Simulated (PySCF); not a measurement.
H$_{10}$Si$_{5}$, charge -1, doublet, geometry from GFN2-xTB (a state made from the parent by changing its charge; the spin is typed, not shown lowest) (in this run its highest filled SCF level lies above zero, so its values depend strongly on the basis, on diffuse functions most of all). Base run: DF-R2SCAN/STO-3G run with PySCF.

The PySCF input:
```python
from pyscf import gto, scf, dft

mol = gto.Mole()
mol.atom = '''
    Si    0.957547    1.343391    1.098534
    Si    1.799188   -0.675108    0.376200
    Si    0.233394   -1.651773   -0.995280
    Si   -1.655614   -0.340993   -0.988454
    Si   -1.339651    1.360828    0.530901
    H     0.883500    1.299259    2.608486
    H     2.154315    2.288434    1.111517
    H     2.321527   -1.685433    1.337023
    H     3.054696   -0.460601   -0.390620
    H    -0.054016   -3.054627   -0.613039
    H     0.752092   -1.885786   -2.363821
    H    -2.824292   -1.170009   -0.591909
    H    -2.074728   -0.061212   -2.389469
    H    -1.444630    2.671965   -0.215614
    H    -2.696567    1.549182    1.200849
'''
mol.basis = 'sto-3g'
mol.charge = -1
mol.spin = 1
mol.verbose = 4
mol.build()

mf = dft.UKS(mol)
mf.xc = 'r2scan'
mf = mf.density_fit(auxbasis='def2-universal-jkfit')
mf.kernel()
mf.analyze()
```

The base run was repeated with changes; each row names its change, and settings that it needs were set with it.

```
change                 basis functions       E (Eh)  HOMO (eV)  core-seconds (rough)
---------------------  ---------------  -----------  ---------  --------------------
base                                55  -1436.44016       7.31                    30
basis = LANL2DZ                     60    -25.37944       1.63                    30
basis = 6-31G                       85  -1453.11634       1.52                    40
basis = pcseg-0                     85  -1451.51664       1.19                    50
basis = 3-21G                       85  -1445.52702       1.51                    40
basis = def2-SV(P)                 110  -1452.86315       0.99                    50
basis = pc-1                       140  -1453.32733       0.80                    60
basis = def2-SVP                   140  -1452.88207       1.00                    90
basis = cc-pV(D+d)Z                165  -1453.34588       0.97                    90
basis = aug-cc-pVDZ                225  -1453.33347       0.79                   100
basis = 6-311+G(2d,p)              235  -1453.38255       0.76                   200
basis = def2-TZVP                  245  -1453.38641       0.77                   200
```

Totals compare only among sets that treat the same electrons; sets with core potentials leave the core out.

Open shells are given as the SCF converged; they aren't shown to be the lowest states, and a large step between rows can be another state.
